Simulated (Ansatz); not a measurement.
## Molecular dynamics of N

input.yaml

```yaml
accuracy: low
crystal:
  lattice:
    - [8.862095, 0.0, 0.0]
    - [0.0, 8.862095, 0.0]
    - [0.0, 0.0, 8.862095]
  atoms:
    - { symbol: "N", position: [0.23044505, 0.29727315, 0.26321176] }
    - { symbol: "N", position: [0.23961241, 0.38073339, 0.16910111] }
    - { symbol: "N", position: [-0.20997297, 1.03091064, 0.26366147] }
    - { symbol: "N", position: [-0.20934904, 0.91822504, 0.21849017] }
    - { symbol: "N", position: [0.80893477, 0.53995184, 0.44977274] }
    - { symbol: "N", position: [0.69402009, 0.52665021, 0.40734925] }
    - { symbol: "N", position: [0.09533534, 0.82035919, 0.4568526] }
    - { symbol: "N", position: [0.17428369, 0.89755079, 0.51221454] }
    - { symbol: "N", position: [0.74305549, 0.92360379, 0.89758577] }
    - { symbol: "N", position: [0.71430333, 0.80624269, 0.87135522] }
    - { symbol: "N", position: [0.42915695, 0.87205663, 0.21010726] }
    - { symbol: "N", position: [0.35766427, 0.77284353, 0.22421329] }
    - { symbol: "N", position: [0.69162614, 0.17837189, 0.71919209] }
    - { symbol: "N", position: [0.75498745, 0.28396684, 0.71875745] }
    - { symbol: "N", position: [0.94214251, 0.44300737, 1.00315518] }
    - { symbol: "N", position: [0.86216618, 0.53875528, 0.98487607] }
    - { symbol: "N", position: [0.54378146, 0.19409396, 0.01993879] }
    - { symbol: "N", position: [0.54995751, 0.2179495, 0.14226519] }
    - { symbol: "N", position: [0.51529608, -0.16295376, 0.55456628] }
    - { symbol: "N", position: [0.60753395, -0.09346388, 0.50944213] }
    - { symbol: "N", position: [0.46179959, 0.60629658, 0.8419666] }
    - { symbol: "N", position: [0.45117861, 0.5491365, 0.72706928] }
    - { symbol: "N", position: [0.10651601, 0.94925892, 0.99580897] }
    - { symbol: "N", position: [0.15828827, 1.04210665, 1.06113028] }
basis:
  ecutwfc: 420.0
kpoints:
  mp_grid: { grid: [1, 1, 1] }
hamiltonian:
  xc: pbe
  dispersion: d3bj
scf:
  occupations: { method: fermi_dirac, width: 0.05 }
  lower_state_search: "off"
md:
  timestep: 1
  n_steps: 380
  ensemble: nvt_langevin
  temperature: 700.0
  initial_velocities: maxwell_boltzmann
  seed: 416784
  friction: 0.005
```

Run as:

```bash
$ ansatz run input.yaml --threads 1 --pin off --max-ram 3072MiB --backend cpu --events-out ev --progress --plain --runs-dir out
```

It goes on from the last frame of an earlier run, with new velocities.

Output, in part (step lines):

```
md step     0: t =     0.00 fs  T =   670.8 K  F+E_penalty+E_count = -9216.65496235 eV  E_kin = 2.081086 eV  (9 SCF iters)
md step     1: t =     1.00 fs  T =   674.6 K  F+E_penalty+E_count = -9216.62556909 eV  E_kin = 2.092698 eV  (9 SCF iters)
md step     2: t =     2.00 fs  T =   653.7 K  F+E_penalty+E_count = -9216.59392657 eV  E_kin = 2.027815 eV  (9 SCF iters)
md step     3: t =     3.00 fs  T =   652.9 K  F+E_penalty+E_count = -9216.59024099 eV  E_kin = 2.025409 eV  (9 SCF iters)
md step     4: t =     4.00 fs  T =   653.8 K  F+E_penalty+E_count = -9216.62581651 eV  E_kin = 2.028144 eV  (9 SCF iters)
md step     5: t =     5.00 fs  T =   666.6 K  F+E_penalty+E_count = -9216.67978414 eV  E_kin = 2.067802 eV  (7 SCF iters)
md step     6: t =     6.00 fs  T =   693.6 K  F+E_penalty+E_count = -9216.70931480 eV  E_kin = 2.151624 eV  (6 SCF iters)
md step     7: t =     7.00 fs  T =   659.8 K  F+E_penalty+E_count = -9216.67633961 eV  E_kin = 2.046862 eV  (6 SCF iters)
[... lines left out ...]
md step   380: t =   380.00 fs  T =   660.0 K  F+E_penalty+E_count = -9216.49313938 eV  E_kin = 2.047425 eV  (9 SCF iters)
```

The steps, from the saved trajectory:

```csv
time (fs),T (K),potential energy less start (eV)
0.0,671,0.000
12.0,714,0.018
24.0,617,0.217
36.0,710,0.193
48.0,732,-0.008
60.0,699,0.198
72.0,798,0.127
84.0,796,0.251
96.0,722,0.410
108.0,847,0.265
120.0,807,0.375
132.0,602,0.664
144.0,646,0.530
156.0,680,0.275
168.0,663,0.376
180.0,574,0.309
192.0,604,0.092
204.0,634,0.017
216.0,670,0.190
228.0,782,-0.019
240.0,718,0.051
252.0,779,-0.040
264.0,818,0.020
276.0,829,-0.010
288.0,861,0.045
300.0,779,0.229
312.0,710,0.073
324.0,721,0.071
336.0,638,0.145
348.0,588,0.133
360.0,675,0.132
372.0,688,0.207
```

The run went to its last step. A run of 0.38 ps of so small a system gives no equilibrium averages. Limits of this set-up: coarse k mesh, low accuracy level.

Mean squared displacements from the first frame to the last, about the centre of mass: N 3.44 Å².

Last frame:

```xyz
24
Lattice="8.8621 0.0000 0.0000 0.0000 8.8621 0.0000 0.0000 0.0000 8.8621" Properties=species:S:1:pos:R:3
N 2.058 3.912 3.160
N 1.824 3.940 4.242
N -1.102 8.209 1.873
N -1.673 8.473 2.804
N 6.492 5.083 4.030
N 7.567 4.899 3.816
N 1.534 7.797 3.764
N 1.672 8.365 4.720
N 6.214 5.979 6.848
N 5.825 6.874 6.359
N 4.446 7.732 2.040
N 4.475 6.676 1.799
N 7.628 2.504 7.143
N 8.107 1.898 6.334
N 9.825 4.873 9.686
N 9.294 4.983 8.711
N 5.270 3.056 0.239
N 4.364 2.509 0.622
N 4.853 0.860 3.675
N 4.214 1.680 3.276
N 3.284 3.118 7.007
N 2.267 2.788 7.310
N 2.882 7.131 7.563
N 1.894 7.660 7.612
```

The run took 19 min on 1 thread of Arm Neoverse V2 (shared host), peak memory 0.55 GiB.
